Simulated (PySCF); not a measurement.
Calculation: PySCF with PBE-D3(BJ)/def2-TZVP // BP86-D3(BJ)/def2-SVP. Gas-phase values, no solvent. One relaxed conformer stands for a flexible species; it need not be the lowest. 

Reference species: [Zn(CH3)2] (neutral, multiplicity 1).

| Quantity | Result |
|---|---|
| coordination number | 2 |
| HOMO–LUMO gap | 5.49 eV |
| charge on the central atom (meta-Löwdin) | 1.01 e |

Changed species: [Zn(CH3)(H)] (1 of 2 CH3 replaced by H; the reference has 0 of 2 CH3 replaced by H).

What does the change do to the coordination number, HOMO–LUMO gap and charge on the central atom (meta-Löwdin)?

the coordination number stays essentially unchanged; the HOMO–LUMO gap falls by 0.08 eV, to 5.41 eV; the charge on the central atom (meta-Löwdin) drops by 0.09 e, to 0.92 e.
